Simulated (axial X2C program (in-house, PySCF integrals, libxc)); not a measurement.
## What spin–orbit coupling does to NaBa

All values were computed with an axial X2C code built on PySCF integrals. Spin-free means the one-electron spin-free X2C Hamiltonian; two-component (2c) means X2C with spin–orbit coupling and atomic mean-field two-electron Coulomb and Gaunt terms, so the difference of the two also holds small scalar two-electron terms. Basis: Ba dyall-cv3z [14s14p9d5f1g], Na dyall-cv3z [9s8p5d2f] (cores contracted in-house); Gaussian nuclei, density fitting, unrestricted open shells. Masses: Ba 137.905 u, Na 22.990 u.

Spin-free state: M_S = 1/2, Λ = 0 (beyond evenly filled blocks: σα); fragments Ba + Na.

```csv
level,Re (Å),ωe (cm⁻¹),De (eV),μ (D)
PBE0,3.923,98.5,0.370,-0.47
LDA,3.779,105.5,0.490,-0.42
```

Dipoles are positive if Na is the positive end.

Two-component determinant lowest at the distance of the search:

Ω = 1/2 (⟨Sz⟩ = 0.50, ⟨Lz⟩ = 0.00 at PBE0); fragments Ba + Na.

| level | Re (Å) | ωe (cm⁻¹) | De (eV) | μ (D) |
| --- | --- | --- | --- | --- |
| PBE0 | 3.920 | 98.7 | 0.372 | -0.46 |
| LDA | 3.775 | 105.8 | 0.493 | -0.41 |

(1) From the two tables, how do the constants change at the PBE0 level (2c against spin-free)?

One determinant describes the state; a PBE0 search over occupations chose it and may have missed a lower one. Dissociation energies refer to the lowest single-determinant-based atoms at the same level and basis. Density functionals use the spin component along the axis (collinear).

Results:

(1) At the PBE0 level Re falls by 0.003 Å and ωe stays the same within 0.2 cm⁻¹; De changes by 0.002 eV.
